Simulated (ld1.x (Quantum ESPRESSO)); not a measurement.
## nitrogen (N), RRKJ: configuration errors across variants

```json
{
 "Element": "nitrogen",
 "Generator": "ld1.x (Quantum ESPRESSO) 7.5",
 "Type": "norm-conserving RRKJ (Kleinman–Bylander form)",
 "Functional": "PBE",
 "Relativity": "scalar-relativistic",
 "Frozen core": "[He]",
 "Valence charge": "5",
 "Reference configuration": "2s2 2p2 (charge +1)",
 "Partial waves": "2p (bound): rc 2.15 bohr; 2s (bound): rc 1.00 bohr",
 "Local potential": "the s channel",
 "Core correction": "a·sin(br)/r model core inside 0.70 bohr"
}
```

All-electron excitation energies from the reference (eV): (1) 2s2 2p3 -13.591; (2) 2s2 2p1 28.854; (3) 2s2 2p0 75.936; (4) 2s0 2p5 9.449; (5) 2s1 2p4 -2.084; (6) 2s2 2p2.5 -8.498; (7) 2s1 2p3 11.781.

Errors AE − PS in meV (a dash: test not solved or not reliable):

| change | (1) | (2) | (3) | (4) | (5) | (6) | (7) | bound ghosts |
| --- | --- | --- | --- | --- | --- | --- | --- | --- |
| base | +75 | +288 | +1803 | +358 | +226 | +29 | -3.0 | none |
| all radii but the core radius scaled by about 0.77 (s 0.78, p 1.66 bohr) | +22 | +104 | +728 | +159 | +84 | +8.9 | +13 | none |
| all radii but the core radius scaled by about 0.86 (s 0.86, p 1.86 bohr) | +39 | +173 | +1145 | +230 | +134 | +16 | +7.2 | none |
| all radii but the core radius scaled by about 1.10 (s 1.10, p 2.36 bohr) | +124 | +426 | +2544 | +504 | +340 | +46 | -21 | none |
| all radii but the core radius scaled by about 1.26 (s 1.26, p 2.72 bohr) | +259 | +730 | +4068 | +786 | +604 | +91 | -82 | none |
| all radii but the core radius scaled by about 1.40 (s 1.40, p 3.00 bohr) | +411 | +1006 | +5367 | +985 | +850 | +137 | -157 | none |

(1) Give the same row for: all radii but the core radius scaled by about 1.19 (s 1.20, p 2.56 bohr).

## Answers

(1) +180, +563, +3244, +635, +456, +65, -46; bound ghosts: none.
